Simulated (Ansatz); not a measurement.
`[CH3][W]([F])(=[S])=[S]` + `BO` → `[CH3][W]([OH])(=[S])=[S]` + `BF` at 298.15 K and 1 bar (redistribution).

Gas-phase electronic energies from Ansatz, PBE0-D4/def2-TZVP geometries. CCSD(T)/CBS adds triple-zeta CCSD(T) − MP2 to the extrapolated MP2 energy (def2 sets, frozen cores). This one scheme is used for every species. def2 core potentials past Kr. For W outer-core shells are correlated without core-valence functions, which leaves a few kJ/mol of doubt a bond. Each species was taken in one conformer, which may not be the lowest.

```
                   species  CCSD(T)/CBS energy (Eh)  H − E (kJ/mol)  S (J/(mol·K))
 `[CH3][W]([F])(=[S])=[S]`              -1002.30482           130.1          367.9
                      `BO`               -101.80414           103.5          230.4
`[CH3][W]([OH])(=[S])=[S]`               -978.28285           160.7          373.8
                      `BF`               -125.82039            69.3          222.5
```

H − E and S are ideal-gas, rigid-rotor, harmonic terms from PBE0-D4/def2-TZVP, for one conformer and one mirror image of each species. 1 Eh = 2625.50 kJ/mol, R = 8.31446 J/(mol·K).

**Question.** By hand: ΔE, ΔH, ΔS and ΔG.

**Answer.** ΔE = (-978.28285) + (-125.82039) − (-1002.30482) − (-101.80414) = 0.00572 Eh = 15.0 kJ/mol. Δ(H − E) = 160.7 + 69.3 − 130.1 − 103.5 = -3.6, so ΔH = 11.4 kJ/mol. ΔS = 373.8 + 222.5 − 367.9 − 230.4 = -2.0 J/(mol·K). ΔG = 11.4 − 298.15 × (-2.0)/1000 = 12.0 kJ/mol.

**Question.** By hand: the equilibrium constant, and the temperature at which ΔG would vanish if ΔH and ΔS stayed fixed.

**Answer.** log₁₀ K = −ΔG/(RT ln 10) = -2.1. ΔH and −TΔS have one sign here, so there is no such temperature. One of them is within its doubt of zero, so this could turn.

The number of gas molecules stays the same, so ΔS is small and ΔH decides. A doubt of 5 kJ/mol in ΔE shifts log₁₀ K by 0.9 here. Other conformers and mirror images would add mixing entropy, several J/(mol·K) or more a flexible species. These are equilibria of isolated gas molecules and say nothing of rates. Largest T1 diagnostic: 0.022 (customary marks: 0.02 for closed shells, 0.045 for open ones).
